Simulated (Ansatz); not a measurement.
Ansatz (a program for electronic structure) input:

Ansatz 0.2 input:
```yaml
crystal:
  periodic: [false, false, false]
  atoms:
    - {symbol: Si, position_ang: [-0.24280953, -0.41641978, 0.48251507]}
    - {symbol: F, position_ang: [-0.57495150, -1.42261286, -0.75513583]}
    - {symbol: O, position_ang: [-1.23627465, 0.84081066, 0.42175346]}
    - {symbol: O, position_ang: [1.29568932, 0.04725311, 0.23092962]}
    - {symbol: H, position_ang: [-1.18569592, 1.47460514, -0.30049653]}
    - {symbol: H, position_ang: [1.95968175, -0.57959929, -0.04389608]}
basis:
  gaussian:
    orbitals: def2-TZVP
hamiltonian:
  xc: b3lyp
  dispersion: d3bj
magnetization: {spin_polarized: true, initial_magnetization: 1}
relax: {f_tol: 0.002, max_steps: 150}
```

Q: What final total energy does it print?

A: -541.25463 Eh (B3LYP-D3(BJ)/def2-TZVP). The basis has 142 functions.

It need not be the lowest isomer of its formula.
